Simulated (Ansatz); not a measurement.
A structure relaxed at PBE-D4/def2-SVP in Ansatz, charge 0, singlet:

Cartesian coordinates in Å:
```
B -0.859 0.138 1.902
B 0.505 0.980 -0.363
B 0.308 -1.100 -0.037
B -0.904 -0.061 -0.842
B 0.367 -0.338 -1.693
B 1.780 -0.577 -0.545
P -0.594 1.836 1.070
P -2.380 0.675 0.145
P 2.343 1.313 -0.804
P -0.267 -1.681 1.683
P 2.154 -0.334 -2.405
P -2.454 -0.852 1.887
```

(1) Give its formula.

(2) Summarise the bond lengths by kind (pairs closer than 1.2 times the sum of covalent radii, bridged metal pairs left out).

Answers

(1) B₆P₆.

(2) 10 × B–P 1.88 to 2.00 Å; 7 × B–B 1.55 to 1.88 Å; 4 × P–P 2.30 to 2.35 Å.

The structure comes from a short search, and lower isomers may exist.
